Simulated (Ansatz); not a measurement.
A search over several starts for the lowest SCF solution of TiNCl₃H₂⁻, that is Ti(NH2)Cl3 with one electron more at the given spin, in a small basis.

```yaml
crystal:
  periodic: [false, false, false]
  atoms:
    - {symbol: Ti, position_ang: [0.008503, 0.011311, -0.669644]}
    - {symbol: N, position_ang: [0.016542, 0.025382, 1.165063]}
    - {symbol: H, position_ang: [0.771672, -0.346563, 1.741640]}
    - {symbol: H, position_ang: [-0.761906, 0.351605, 1.739127]}
    - {symbol: Cl, position_ang: [2.099818, -0.031070, -1.300352]}
    - {symbol: Cl, position_ang: [-1.099385, 1.783123, -1.314995]}
    - {symbol: Cl, position_ang: [-1.035244, -1.793788, -1.360849]}
basis:
  gaussian: {orbitals: def2-SVP}
total_charge: -1
magnetization: {spin_polarized: true, initial_magnetization: 1}
hamiltonian: {xc: pbe0, dispersion: d4}
output: {orbitals: {seedname: orbitals}}
```

```sh
$ ansatz run in.yaml --threads 4 --pin off --events-out ev --progress --plain --max-ram 3916MiB
```

It prints (some lines left out):

```
Functional definition: PBE0
1071 factors; integrals over basis functions are off by at most 1.3e-3 eV
mean field evaluation 1: about -62174.4261 eV, gradient 3.1e1 eV
mean field evaluation 2: about -62155.8591 eV, gradient 7.2e1 eV
mean field evaluation 4: about -62178.0579 eV, gradient 6.3e0 eV
mean field evaluation 8: about -62178.4131 eV, gradient 2.0e-1 eV
mean field evaluation 16: about -62178.4160 eV, gradient 7.9e-3 eV
mean field evaluation 32: about -62178.4160 eV, gradient 1.1e-4 eV
mean field -62178.41598301 eV, -2285.0146413315 hartree, gradient 1.8e-5 eV, S^2 0.753332; 6 other end points of the search recorded, 0 dependent functions left out
reference -62178.41605799 eV, -2285.0146440870 hartree; 42, 41 occupied and 67, 68 virtual orbitals, 1071 factors
Total energy: -62178.64982571 eV, -2285.0232348921 hartree
```

It took 8.5 s on 4 threads of Arm Neoverse V2 on a shared host.

The highest occupied level of the charge -1 doublet lies above zero (up to 0.35 eV). By energy differences its removal costs 1.85 eV (vertical, to the charge 0 singlet, at PBE0-D4/def2-TZVPD).
